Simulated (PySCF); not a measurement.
SMILES C=C/C=C\C(C)C (C7H12), GFN2-xTB optimised geometry.

```
19

C      1.93    -1.73    -3.03
C      1.05    -1.26    -2.16
C      1.42    -0.60    -0.93
C      0.60    -0.10     0.00
C     -0.89    -0.10     0.00
C     -1.40    -0.84     1.24
C     -1.40     1.34     0.00
H      2.99    -1.63    -2.86
H      1.64    -2.22    -3.94
H     -0.01    -1.37    -2.36
H      2.49    -0.51    -0.77
H      1.04     0.37     0.87
H     -1.27    -0.60    -0.89
H     -1.05    -0.36     2.14
H     -1.05    -1.87     1.23
H     -2.49    -0.85     1.25
H     -1.05     1.87    -0.88
H     -1.05     1.87     0.88
H     -2.49     1.36     0.00
```

Density from PySCF 2.14.0 with PBE/def2-SVP at that geometry.

Minimum of the electron density along straight lines between bonded atoms, close to the bond critical point (lines longer than 1.1 times the sum of covalent radii, or with two minima, are not listed):

```tsv
bond	length / Å	ρ at the minimum / e bohr⁻³	∇²ρ there / e bohr⁻⁵	position (fraction from the first atom)
C1–C2	1.329	0.339	-0.89	0.50
C2–C3	1.446	0.277	(withheld)	0.50
C3–C4	1.334	0.335	-0.86	0.50
C4–C5	1.498	(withheld)	(withheld)	0.51
C5–C6	1.531	0.238	-0.51	0.50
C5–C7	1.531	0.238	-0.51	0.50
C1–H8	1.078	0.280	-1.05	0.63
C1–H9	1.076	0.281	-1.06	0.63
C2–H10	1.081	0.280	-1.05	0.63
C3–H11	1.084	0.278	-1.02	0.63
C4–H12	1.084	0.279	-1.02	0.63
C5–H13	1.093	0.275	-0.98	0.62
C6–H14	1.088	0.274	-0.98	0.63
C6–H15	1.088	0.275	-1.00	0.63
C6–H16	1.088	0.274	-0.98	0.63
C7–H17	1.088	0.275	-1.00	0.63
C7–H18	1.088	0.274	-0.98	0.63
C7–H19	1.088	0.274	-0.98	0.63
```

**Question.** What belongs in the gaps?

**Answer.** 
- C2–C3, ∇²ρ there / e bohr⁻⁵: -0.66
- C4–C5, ρ at the minimum / e bohr⁻³: 0.255
- C4–C5, ∇²ρ there / e bohr⁻⁵: -0.57
